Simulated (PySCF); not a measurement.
C2H5BO3, SMILES OB1COCO1. Atoms are numbered in the order given.

```xyz
11

O      2.1381    -0.1047     0.3515
B      0.8013    -0.0309     0.1169
C     -0.0804     1.2543    -0.1847
O     -1.4099     0.7186    -0.0141
C     -1.3373    -0.6553    -0.2761
O     -0.0350    -1.1268     0.0930
H      2.4287    -1.0258     0.4873
H      0.0734     1.6493    -1.2215
H      0.0509     2.1058     0.5128
H     -2.1137    -1.1788     0.3220
H     -1.4858    -0.8876    -1.3636
```

Coordinates come from a PBE-D3(BJ)/def2-SVP optimisation. This is a generated structure with no PubChem entry under its InChIKey; it may be hypothetical. The values are those of a single conformer.

These are PBE0/pcSseg-1 (PySCF) values and carry that method's errors.

GIAO shieldings, no solvent; atoms listed in one row are averaged. δ = σ(ref) − σ: ¹⁷O against H2O (σ = 334.2 ppm); ¹¹B against BF3 (σ = 88.8 ppm); ¹³C against TMS (σ = 186.3 ppm); ¹H against TMS (σ = 31.56 ppm), references at their B3LYP-D3(BJ)/def2-TZVP geometries, non-relativistic.

```tsv
nucleus	atoms	count	δ (ppm)
¹⁷O	O6	1	188.9
¹⁷O	O1	1	105.0
¹⁷O	O4	1	68.7
¹¹B	B2	1	22.7
¹³C	C5	1	105.1
¹³C	C3	1	60.7
¹H	H10	1	5.83
¹H	H11	1	5.69
¹H	H7	1	4.83
¹H	H9	1	4.09
¹H	H8	1	3.88
```
